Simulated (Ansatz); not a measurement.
Cartesian coordinates in Å:
```
N 0.790 -0.844 -2.209
C 0.426 -0.454 -1.189
Si -0.156 0.166 0.435
Cl -1.925 -0.708 0.840
Cl -0.357 2.166 0.303
Cl 1.221 -0.326 1.820
```

Total charge 0; spin multiplicity 1.

(1) List the CAM-B3LYP/def2-TZVPP orbital energies in eV (Ansatz 0.2.0). (Estimate.)

Results:

(1) Computed: Occupied: -2765.54, -2765.54, -2765.54, -1805.09, -392.61, -280.18, -260.33, -260.33, -260.33, -199.38, -199.38, -199.38, -199.23, -199.23, -199.23, -199.23, -199.23, -199.23, -149.32, -104.68, -104.68, -104.65, -27.70, -26.79, -25.71, -25.71, -18.92, -15.63, -14.38, -14.38, -12.88, -12.44, -12.44, -12.16, -12.16, -11.93, -11.50, -11.50, -11.27. Lowest empty: -0.18, -0.18, 0.59, 1.94, 3.11, 3.24, 3.24, 3.69.
